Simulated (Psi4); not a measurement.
Method: SAPT0/jun-cc-pVDZ, frozen core (Psi4).

Psi4 input:

```
molecule {
0 1
N 0.54545353 -0.00000000 0.00000000
N -0.54545353 0.00000000 -0.00000000
--
0 1
F -2.02498874 -2.53078285 0.23047811
Si -3.15515455 -1.66335778 -0.42247098
F -4.43434851 -2.54369292 -0.63400260
F -3.50100199 -0.46041378 0.52079647
F -2.66051591 -1.11912185 -1.80662240
units angstrom
symmetry c1
no_reorient
no_com
}
set basis jun-cc-pvdz
set scf_type df
set freeze_core true
energy('sapt0')
```

Part of the output:

```
    SAPT Results
  --------------------------------------------------------------------------------------------------------
    Electrostatics                 -3.03925066 [mEh]      -1.90715858 [kcal/mol]      -7.97955151 [kJ/mol]
      Elst10,r                     -3.03925066 [mEh]      -1.90715858 [kcal/mol]      -7.97955151 [kJ/mol]

    Exchange                        5.85765981 [mEh]       3.67573703 [kcal/mol]      15.37928372 [kJ/mol]
      Exch10                        5.85765981 [mEh]       3.67573703 [kcal/mol]      15.37928372 [kJ/mol]
      Exch10(S^2)                   5.83571280 [mEh]       3.66196507 [kcal/mol]      15.32166183 [kJ/mol]

    Induction                      -0.72683867 [mEh]      -0.45609815 [kcal/mol]      -1.90831468 [kJ/mol]
      Ind20,r                      -2.51594366 [mEh]      -1.57877848 [kcal/mol]      -6.60560917 [kJ/mol]
      Exch-Ind20,r                  1.92043419 [mEh]       1.20509065 [kcal/mol]       5.04209928 [kJ/mol]
      delta HF,r (2)               -0.13132921 [mEh]      -0.08241032 [kcal/mol]      -0.34480478 [kJ/mol]

    Dispersion                     -2.14437638 [mEh]      -1.34561649 [kcal/mol]      -5.63005941 [kJ/mol]
      Disp20                       -2.42427496 [mEh]      -1.52125551 [kcal/mol]      -6.36493304 [kJ/mol]
      Exch-Disp20                   0.27989858 [mEh]       0.17563901 [kcal/mol]       0.73487363 [kJ/mol]
      Disp20 (SS)                  -1.21213748 [mEh]      -0.76062775 [kcal/mol]      -3.18246652 [kJ/mol]
      Disp20 (OS)                  -1.21213748 [mEh]      -0.76062775 [kcal/mol]      -3.18246652 [kJ/mol]
      Exch-Disp20 (SS)              0.15661230 [mEh]       0.09827570 [kcal/mol]       0.41118555 [kJ/mol]
      Exch-Disp20 (OS)              0.12328628 [mEh]       0.07736331 [kcal/mol]       0.32368808 [kJ/mol]

  Total HF                          2.09157047 [mEh]       1.31248029 [kcal/mol]       5.49141753 [kJ/mol]
  Total SAPT0                      -0.05280590 [mEh]      -0.03313620 [kcal/mol]      -0.13864188 [kJ/mol]
```
